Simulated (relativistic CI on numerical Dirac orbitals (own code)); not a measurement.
# Fe2+ in a cubic cluster: L2,3 absorption with charge transfer

Computed with a charge-transfer multiplet model of a cubic metal-ligand cluster with up to 2 ligand holes, Slater and spin-orbit integrals from Dirac-Coulomb-Breit ions, Slater integrals scaled by 0.9. The ground state mixes d6 with configurations of k ligand holes L, whose averages lie at kΔ + k(k − 1)U_dd/2; a core hole lowers each added d electron by U_cd. 300 K, Lorentzian 0.4 eV and Gaussian 0.3 eV FWHM.

Atomic integrals in eV (Slater integrals scaled, ζ unscaled), ground: F2dd 9.813, F4dd 6.093, zeta_d 0.049; with the core hole: F2dd 10.545, F4dd 6.555, zeta_d 0.067, zeta_core 8.135, F2cd 6.142, G1cd 4.566, G3cd 2.594.

Cluster parameters (eV): Δ = 2.7, U_dd = 6.4, U_cd = 7.3, 10Dq = 0.95, 10Dq(ligand) = 0.6, final-state hopping factor = 1.

```tsv
Case	n_d	d6	d7L	d8L2	S
V(eg) = 0.6 eV, V(t2g) = -0.27 eV	6.04	0.96	0.04	0.00	2.00
V(eg) = 0.9 eV, V(t2g) = -0.4 eV	6.08	0.92	0.08	0.00	2.00
V(eg) = 1.2 eV, V(t2g) = -0.54 eV	6.12	0.88	0.12	0.00	2.00
V(eg) = 1.5 eV, V(t2g) = -0.67 eV	6.17	0.83	0.16	0.00	2.00
V(eg) = 1.8 eV, V(t2g) = -0.8 eV	6.22	0.79	0.21	0.01	2.00
```

Weights, n_d and S are thermal averages at 300 K. Photon energies count from the first peak over 30 % of the highest in each spectrum, which can be another peak from case to case. The parameters are a model scan and need not match a compound or its usual spin state. Peaks in eV (height, largest 100):
- V(eg) = 0.6 eV, V(t2g) = -0.27 eV: 0.0 (100), 1.2 (59), 2.7 (21), 3.0 (21), 11.5 (13), 12.8 (35), 15.8 (7)
- V(eg) = 0.9 eV, V(t2g) = -0.4 eV: 0.0 (100), 1.1 (57), 2.4 (23), 11.5 (13), 12.8 (35), 15.7 (7)
- V(eg) = 1.2 eV, V(t2g) = -0.54 eV: 0.0 (100), 2.3 (24), 11.5 (13), 12.7 (35), 15.6 (7)
- V(eg) = 1.5 eV, V(t2g) = -0.67 eV: -2.0 (20), -1.3 (29), 0.0 (100), 2.4 (22), 11.5 (13), 12.8 (34), 15.6 (7)
- V(eg) = 1.8 eV, V(t2g) = -0.8 eV: -2.1 (22), -1.4 (29), 0.0 (100), 11.4 (13), 12.8 (32), 15.6 (7)

Curve for V(eg) = 1.5 eV, V(t2g) = -0.67 eV (points under 2 left out, the grid thinned):

(E (eV), Intensity): (-3.3, 2.1), (-2.9, 3.7), (-2.5, 10.0), (-2.2, 18.5), (-1.8, 20.5), (-1.4, 28.2), (-1.0, 26.9), (-0.6, 39.6), (-0.3, 65.5), (0.1, 99.6), (0.5, 67.1), (0.9, 55.9), (1.3, 49.5), (1.6, 34.2), (2.0, 21.3), (2.4, 22.4), (2.8, 18.6), (3.2, 16.0), (3.5, 12.9), (3.9, 10.6), (4.3, 9.4), (4.7, 7.8), (5.1, 6.2), (5.4, 5.0), (5.8, 4.0), (6.2, 3.2), (6.6, 2.1), (10.8, 3.7), (11.2, 9.7), (11.6, 13.0), (12.0, 10.5), (12.4, 16.8), (12.7, 32.3), (13.1, 25.9), (13.5, 17.7), (13.9, 15.9), (14.3, 11.0), (14.6, 7.7), (15.0, 5.6), (15.4, 6.6), (15.8, 6.9), (16.2, 3.8), (16.5, 2.9), (16.9, 2.4), (17.3, 2.1)

For the case V(eg) = 1.5 eV, V(t2g) = -0.67 eV, Δ = 2.7 eV is smaller than U_dd = 6.4 eV, the charge-transfer side of the Zaanen-Sawatzky-Allen scheme. With the core hole the configuration with one ligand hole lies at Δ + U_dd − U_cd = 1.8 eV above the one without, against Δ in the ground state. The added d electron screens the hole, so the order of the configurations is kept and charge-transfer satellites are weaker than in photoemission.
